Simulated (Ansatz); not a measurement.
The cluster B2As. Charge 0, multiplicity 4. Geometry PBE-D4/def2-TZVP.

```xyz
3

B     0.5531    0.8604    0.2200
B    -0.8555   -0.1063    0.5928
As    0.3024   -0.7540   -0.8128
```

B3LYP takes the VWN-RPA correlation. At HF/def2-TZVP the charge 0 quartet is spin-contaminated (final ⟨S²⟩ up to 3.94, 3.75 for a pure state). At PBE0-D4/def2-TZVP a doublet of charge 0 lies 1.04 eV below the quartet, each at its own geometry. The structure comes from a short search, and lower isomers may exist.

(1) Estimate the α-spin orbital energies around the gap (eV) in Ansatz with HF/def2-TZVP, LDA (SPW92)/def2-TZVP, r2SCAN-D4/def2-TZVP, B3LYP-D4/def2-TZVP, ωB97M-V/def2-TZVP.

Answers

(1) 
```
orbital  HF/def2-TZVP  LDA (SPW92)/def2-TZVP  r2SCAN-D4/def2-TZVP  B3LYP-D4/def2-TZVP  ωB97M-V/def2-TZVP
 HOMO−9        -57.57                 -42.06               -42.51              -45.19             -48.40
 HOMO−8        -57.48                 -41.98               -42.43              -45.11             -48.30
 HOMO−7        -57.47                 -41.97               -42.42              -45.11             -48.30
 HOMO−6        -24.90                 -17.48               -18.01              -18.96             -22.06
 HOMO−5        -17.14                 -11.58               -12.03              -12.72             -15.44
 HOMO−4        -15.19                  -9.36                -9.87              -10.47             -13.14
 HOMO−3        -11.87                  -7.49                -7.74               -8.20             -10.49
 HOMO−2         -9.88                  -7.35                -7.35               -7.83             -10.20
 HOMO−1         -9.86                  -5.66                -5.99               -6.49              -8.67
   HOMO         -9.27                  -5.43                -5.75               -6.22              -8.31
   LUMO          1.28                  -3.37                -2.98               -2.39              -0.25
 LUMO+1          1.90                  -2.21                -1.73               -1.09               0.96
 LUMO+2          3.88                  -0.05                 0.31                0.80               2.94
 LUMO+3          4.08                   0.74                 1.56                1.42               3.00
 LUMO+4          4.32                   1.43                 2.25                2.06               3.71
 LUMO+5          4.40                   1.63                 2.43                2.23               3.72
 β HOMO         -9.71                  -7.02                -7.12               -7.55              -9.70
 β LUMO         -0.38                  -5.74                -4.94               -4.81              -2.70
```
